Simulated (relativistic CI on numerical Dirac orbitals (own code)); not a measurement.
Sc2+: M2,3 absorption edge

Computed with this model: Dirac-Coulomb-Breit CI, separate exchange-only KLI orbitals for each configuration, a model potential for QED, valence Slater integrals scaled by 0.7, multiplet model of core-to-valence dipole absorption; configurations [Ar] 3d → [Ne] 3s2 3p5 3d2; 300 K; Lorentzian 1.2 eV and Gaussian 0.3 eV FWHM. Energies are those of the free ion, without screening or charge transfer. The branching ratio is the share of the lower-energy edge in the whole absorption, uncertain by about 0.02 where the edges overlap. S is read from ⟨S²⟩ = S(S + 1).

Field parameters in Wybourne normalisation: Oh B⁴₀ = 21Dq, B⁴₄ = √(5/14) B⁴₀. The field is a parameter set, without covalency.

Peaks in eV (height, largest 100): 37.5 (71), 40.8 (100).

(1) Which surroundings give this spectrum?
A. Oh, 10Dq = 7350 cm⁻¹
B. free ion
C. Oh, 10Dq = 3250 cm⁻¹
D. Oh, 10Dq = 15500 cm⁻¹

## Answers

(1) B. free ion, where the ground state has S = 0.50.
